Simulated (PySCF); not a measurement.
[Eu(NH3)4]3+ at several levels of theory

Computed with PySCF 2.14.0 (density fitting, no spin-orbit coupling) at the geometry relaxed with PBE0:

```xyz
17
[Eu(NH3)4]3+ (singlet in the valence; each metal's 4f electrons, 6 of them, lie in its core potential, out of spins and levels; a saddle point, relaxed within its symmetry)
Eu    0.0000    0.0000    0.0046
N     1.4309    1.4309    1.4284
H     1.3105    1.3105    2.4483
H     2.4499    1.3073    1.3031
H     1.3073    2.4499    1.3031
N    -1.4309   -1.4309    1.4284
H    -1.3105   -1.3105    2.4483
H    -2.4499   -1.3073    1.3031
H    -1.3073   -2.4499    1.3031
N     1.4284   -1.4284   -1.4276
H     2.0674   -2.0674   -0.9249
H     0.9235   -2.0657   -2.0663
H     2.0657   -0.9235   -2.0663
N    -1.4284    1.4284   -1.4276
H    -2.0674    2.0674   -0.9249
H    -0.9235    2.0657   -2.0663
H    -2.0657    0.9235   -2.0663
```

```tsv
level	basis	state	HOMO (eV)	gap (eV)	charge on Eu1 (e)	population of f-type functions on Eu1 (polarisation alone where 4f lies in the core)	dipole about the centre of mass (D)	largest force component (eV/Å)
PBE0	Eu lcecp-1-SVP with ECP52, N def2-SVP, H def2-SVP	singlet	-23.36	8.79	1.63	0.04	0.01	0.01
BLYP	the same	singlet	-21.63	6.21	1.45	0.04	0.01	0.41
PBE0	Eu lcecp-1-TZVP with ECP52, N def2-TZVP, H def2-TZVP	singlet	-23.28	8.81	1.96	0.05	0.02	0.27
```

In the lcecp rows the 4f levels are missing from HOMO and gap, and the state counts the valence alone.

Charges are Mulliken's, which hang on the basis. The relaxation used the grid (50, 194), these runs (75, 302) or, all-electron (x2c bases, spin-free X2C Hamiltonian), (99, 590).

Task: A further run in the first row's basis gives HOMO (eV) -21.76, gap (eV) 6.36, charge on Eu1 (e) 1.50, population of f-type functions on Eu1 (polarisation alone where 4f lies in the core) 0.04, dipole about the centre of mass (D) 0.01, largest force component (eV/Å) 0.36. Which level was it?
A. M06-L
B. revPBE
C. B3LYP

Result: B. The others give HOMO -23.06 eV (B3LYP); -22.17 eV (M06-L).

In the first row's basis the gap widens with exact exchange: 6.2 to 7.2 eV for BLYP, revPBE, M06-L (none); 8.2 to 8.8 eV for B3LYP, PBE0 (a fixed share).

An lcecp potential fixes the number of 4f electrons, so in runs with it no electron can move into or out of that shell.
